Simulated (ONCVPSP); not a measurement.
# In (Z = 49): from the effect back to the setting (ONCV)

Base potential:

| Property | Result |
| --- | --- |
| Element | indium |
| Generator | ONCVPSP 4.0.1 |
| Type | optimised norm-conserving Vanderbilt (ONCV) |
| Functional | PBE |
| Relativity | scalar-relativistic |
| Frozen core | [Ar] 3d10 |
| Valence charge | 21 |
| Reference configuration | 4s2 4p6 4d10 5s2 5p1 |
| Partial waves | 4s+5s: rc 1.40 bohr, ncon 3, nbas 6, qcut 8.5 1/bohr, 2 projectors; 4p+5p: rc 1.45 bohr, ncon 4, nbas 8, qcut 10.6 1/bohr, 2 projectors; 4d: rc 1.20 bohr, ncon 4, nbas 7, qcut 8.3 1/bohr, 2 projectors, debl 3.1 Ha |
| Local potential | polynomial inside 0.90 bohr (lpopt 5, dvloc0 0 Ha) |
| Core correction | polynomial model core, fcfact 0.6 |

Cutoffs, loose and tight: the cutoffs (Ha) at which the residual kinetic energy of the hardest occupied pseudo-wave falls to 1 and 0.1 mHa per electron. They do not see the model core or the augmentation charge, which bear on the density cutoff. Test errors are all-electron minus pseudo excitation energies from the reference, over the configurations 4s2 4p6 4d10 5s2 5p0; 4s2 4p6 4d10 5s1 5p0; 4s2 4p6 4d10 5s0 5p0; 4s1 4p6 4d10 5s2 5p1; variants that change the core or the reference have their own tests. The largest error is taken over the tests solved by every variant that gives reliable tests at all, those not shown here included: 4s1 4p6 4d10 5s2 5p1; 4s2 4p6 4d10 5s1 5p0; 4s2 4p6 4d10 5s2 5p0.

Only the scale of all radii but the core radius (base = 1) is moved:

| scale of all radii but the core radius (base = 1) | cutoff, loose | cutoff, tight | bound ghosts | largest test error (meV) |
| --- | --- | --- | --- | --- |
| 0.8 | 70 Ha | 170 Ha | none | -127 |
| 0.87 | 61 Ha | 142 Ha | none | -189 |
| 0.91 | 57 Ha | 127 Ha | none | -229 |
| 1.06 | 39 Ha | 99 Ha | none | -378 |
| 1.12 | 35 Ha | 85 Ha | d | -433 |
| 1.16 | 34 Ha | 76 Ha | none | -476 |
| 1.25 | 32 Ha | 50 Ha | none | -686 |
| 1.3 | 30 Ha | 38 Ha | none | -756 |

**Question.** One more run gave cutoff, loose: 52 Ha; cutoff, tight: 115 Ha; bound ghosts: none; largest test error (meV): -278. Which value of the scale of all radii but the core radius (base = 1) was used?

**Answer.** 0.96. The loose cutoff moves one way along this sweep, from 70 Ha at 0.8 to 30 Ha at 1.3, which places the run between 0.91 and 1.06.
